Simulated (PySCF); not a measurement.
**XPS shifts beside NMR shieldings**

Compound: C5H9BO3.
Structure used (PBE0-D3(BJ)/def2-SVP), in Å, numbered top down from 1:
```xyz
18
C5H9BO3 angstrom
C     -3.106   -0.433    0.519
C     -1.742   -0.521   -0.117
O     -0.851    0.267    0.637
C      0.446    0.302    0.251
C      1.241    1.332    0.778
O      2.486    1.427    0.572
B      3.189    0.191   -0.013
O      2.259   -0.319   -1.102
C      1.011   -0.377   -0.831
H     -3.462    0.607    0.529
H     -3.828   -1.045   -0.041
H     -3.070   -0.796    1.556
H     -1.774   -0.162   -1.165
H     -1.388   -1.571   -0.142
H      0.754    2.148    1.333
H      3.227   -0.651    0.878
H      4.240    0.531   -0.504
H      0.389   -0.918   -1.556
```

Binding energies: delta-SCF UKS SCAN, pcX-2 on the ionised atom, pcseg-1 elsewhere, spin-free X2C in PySCF. Shieldings: GIAO PBE0/pcSseg-1, non-relativistic, same geometry.

```tsv
atom	C 1s (eV)
C1	291.31
C2	292.93
C4	292.43
```

Task: What are the absolute isotropic shieldings of these atoms?

Result: 
```
atom                    environment  C 1s (eV)  isotropic shielding (ppm)
  C1                  methyl carbon     291.31                      167.7
  C4  vinylic carbon bearing oxygen     292.43                       37.7
  C2     sp3 carbon bound to oxygen     292.93                      121.2
```

Task: Among the listed atoms, is the one with the highest binding energy also the least shielded?

Result: No. The highest binding energy is at C2 (292.93 eV, shielding 121.2 ppm), the lowest shielding at C4 (37.7 ppm, 292.43 eV).

By binding energy: C1 < C4 < C2. By shielding: C4 < C2 < C1.

Geometry: PBE0-D3(BJ)/def2-SVP, one conformer, isolated molecule.
